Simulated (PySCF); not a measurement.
Isomers of C5H8FN. Computed with PBE0-D3(BJ)/def2-SVP geometry optimisation, gas phase in PySCF. Energies are electronic, without zero-point or thermal terms, for one conformer each. No frequencies were run at this level. Point groups hold within 0.08 Å.

**Question.** Order them by energy at this level, lowest first, and give relative energies in kJ/mol.
A. `[CH2:1]=[CH:2]/[N:3]=[C:4](/[CH3:5])[CH2:6][F:7]` with C1–C2–N3–C4 179°, N3–C4–C6–F7 -179°
B. `[CH3:1][CH2:2][CH2:3][C@H:4]([F:5])[C:6]#[N:7]` with C1–C2–C3–C4 180°, C2–C3–C4–F5 -178°

**Answer.** B (0.0), A (61.6).

As drawn, the lower has a C≡N group, which the higher lacks; the higher has a C=N bond and a C=C bond outside aromatic rings, which the lower lacks.

```tsv
SMILES	E (Eh)	E rel (kJ/mol)	dipole (D)	point group	A, B, C (MHz)
CCC[C@H](F)C#N	-349.27314	0.0	3.62	C1	3943, 1572, 1193
C=C/N=C(/C)CF	-349.24967	61.6	1.22	–	5731, 1445, 1171
```
